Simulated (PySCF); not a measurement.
**Cl²⁺: excitation energy**

Cl²⁺ [Ne] 3s2 3p3 (4S) → Cl²⁺ [Ne] 3s1 3p3 4s1 (6S), as a difference of total energies. All numbers are calculated (PySCF 2.14, scalar relativity by spin-free X2C-1e, in aug-cc-pVDZ-DK (5s4p2d, 27 functions)). Correlated levels: valence: [Ne] frozen. The calculations carry no spin-orbit coupling.

```json
{"method": "UHF", "excitation energy (eV)": "28.238"}
{"method": "LDA", "excitation energy (eV)": "30.414"}
{"method": "PBE", "excitation energy (eV)": "30.312"}
{"method": "PBE0", "excitation energy (eV)": "30.243"}
{"method": "MN15", "excitation energy (eV)": "30.031"}
{"method": "M06", "excitation energy (eV)": "30.811"}
{"method": "B2PLYP", "excitation energy (eV)": "30.524"}
{"method": "MP2 (valence)", "excitation energy (eV)": "29.452"}
{"method": "SCS-MP2 (valence)", "excitation energy (eV)": "29.890"}
```

Estimate what M06-L gives.

30.937 eV, closest to M06 among the rows shown.

Estimate what r2SCAN gives.

29.837 eV, closest to SCS-MP2 (valence) among the rows shown.

The promoted electron is Rydberg-like, and one or two diffuse shells describe it only roughly, which tends to raise the upper state.
